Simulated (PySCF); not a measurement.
## Ionisation energy along the 19-electron series

Calculated with PySCF 2.14 and a two-component X2C-1e Hamiltonian (Gaussian nucleus, no Breit or QED terms), each ion in its own even-tempered basis scaled to its charge; GMP2 freezes [Ne] and drops the highest virtual spinors. Values in eV. NIST values: (m) measured, (s) semi-empirical, (t) theoretical.

```csv
ion,configuration,GHF (spin-free),GMP2 (spin-free),GHF (screened spin-orbit),GMP2 (screened spin-orbit),NIST
Dy⁴⁷⁺,[Ar] 3d1,3946.1,3945.6,3972.9,3972.5,3970 ± 4 (t)
Ho⁴⁸⁺,[Ar] 3d1,4104.2,4103.7,4133.0,4132.6,4131 ± 4 (t)
Er⁴⁹⁺,[Ar] 3d1,4265.3,4264.8,4296.2,4295.8,4294 ± 4 (t)
```

Between Z = 66 and Z = 68 the GMP2 (screened spin-orbit) value grows as Z to the power 2.62.
